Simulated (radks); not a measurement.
Values are calculated unless marked as measured or tabulated.
Species: Nb IV. Configuration: [Kr] 5p2 (not the ground configuration). Code: a radial shooting solver on a logarithmic mesh with Libxc functionals. Model: Dirac Kohn-Sham, PBEsol, spin-unpolarised, spherical densities, finite nucleus; open shells fill j = l - 1/2 first; Fermi nuclear charge, rms radius 4.324 fm.

Spin-orbit splittings of the eigenvalues, e(l+1/2) - e(l-1/2), with zeta = 2 splitting/(2l+1) and mean radii in bohr:

| shell | occ. | splitting (eV) | zeta (eV) | <r> j=l-1/2 | <r> j=l+1/2 |
|---|---|---|---|---|---|
| 2p | 6 | 95.66 | 63.78 | 0.1347 | 0.1391 |
| 3p | 6 | 15.53 | 10.35 | 0.4386 | 0.4491 |
| 3d | 10 | 2.896 | 1.158 | 0.4305 | 0.4340 |
| 4p | 6 | 2.341 | 1.561 | 1.222 | 1.248 |
| 5p | 2 | 0.4235 | 0.2823 | 2.987 | 3.032 |
